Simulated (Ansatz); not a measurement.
```yaml
crystal:
  periodic: [false, false, false]
  atoms:
    - {symbol: N, position_ang: [0.026645, -1.466871, -1.329275]}
    - {symbol: B, position_ang: [-1.360113, -0.760795, -0.833448]}
    - {symbol: B, position_ang: [0.038714, -1.520302, 1.298966]}
    - {symbol: N, position_ang: [-1.283930, -0.738030, 0.712108]}
    - {symbol: N, position_ang: [-1.289510, 0.738942, -1.305131]}
    - {symbol: B, position_ang: [-1.286957, 0.773568, 1.273138]}
    - {symbol: B, position_ang: [1.358654, -0.788519, -0.823852]}
    - {symbol: N, position_ang: [1.234573, -0.762106, 0.705342]}
    - {symbol: N, position_ang: [1.259199, 0.719915, -1.318314]}
    - {symbol: B, position_ang: [-0.013464, 1.530038, -0.842568]}
    - {symbol: B, position_ang: [1.335246, 0.760066, 1.308038]}
    - {symbol: N, position_ang: [-0.035546, 1.454528, 0.739182]}
    - {symbol: H, position_ang: [0.046266, -2.388370, -0.877607]}
    - {symbol: H, position_ang: [-0.002369, -1.636818, -2.317545]}
    - {symbol: H, position_ang: [-2.295088, -1.353999, -1.290447]}
    - {symbol: H, position_ang: [0.006222, -2.635451, 0.877843]}
    - {symbol: H, position_ang: [0.043788, -1.492012, 2.556534]}
    - {symbol: H, position_ang: [-2.038938, -1.216326, 1.122281]}
    - {symbol: H, position_ang: [-1.422909, 0.806507, -2.346684]}
    - {symbol: H, position_ang: [-2.080328, 1.256942, -0.895726]}
    - {symbol: H, position_ang: [-2.299793, 1.299964, 0.931247]}
    - {symbol: H, position_ang: [-1.318154, 0.772277, 2.555645]}
    - {symbol: H, position_ang: [2.322192, -1.399203, -1.239594]}
    - {symbol: H, position_ang: [2.047703, -1.181559, 1.140794]}
    - {symbol: H, position_ang: [1.358451, 0.795180, -2.350484]}
    - {symbol: H, position_ang: [2.038285, 1.174767, -0.911454]}
    - {symbol: H, position_ang: [-0.024402, 2.677030, -1.254132]}
    - {symbol: H, position_ang: [1.315527, 0.774585, 2.581496]}
    - {symbol: H, position_ang: [2.311199, 1.287753, 0.892547]}
    - {symbol: H, position_ang: [-0.026438, 2.379396, 1.151918]}
basis:
  gaussian: {orbitals: def2-SVP}
hamiltonian: {xc: {name: r2SCAN0}}
```

```sh
$ ansatz run in.yaml --threads 2 --pin off --events-out ev --progress --plain --max-ram 32768MiB --backend cuda --devices 0, --max-vram 18GiB
```

Output, abridged:

```
Functional definition: r2SCAN0
3000 factors; their error is unknown
mean field evaluation 1: about -13268.7982 eV, gradient 8.2e1 eV
mean field evaluation 2: about -13257.1968 eV, gradient 1.1e2 eV
mean field evaluation 4: about -13283.1504 eV, gradient 3.4e0 eV
mean field evaluation 8: about -13283.1801 eV, gradient 4.8e-2 eV
mean field evaluation 16: about -13283.1337 eV, gradient 5.5e-5 eV
mean field -13283.13367146 eV, -488.1461587949 hartree, gradient 1.8e-5 eV, S^2 0.000000; 0 other end points of the search recorded, 0 dependent functions left out
reference -13283.13368306 eV, -488.1461592209 hartree; 45, 45 occupied and 213, 213 virtual orbitals, 3000 factors
Total energy: -13283.13368306 eV, -488.1461592209 hartree
```

Hardware: 2 threads of AMD EPYC 7R13 on a shared host and a share (18 GiB) of an NVIDIA H100 80GB HBM3. Wall time 11 s, peak host memory 0.95 GiB.
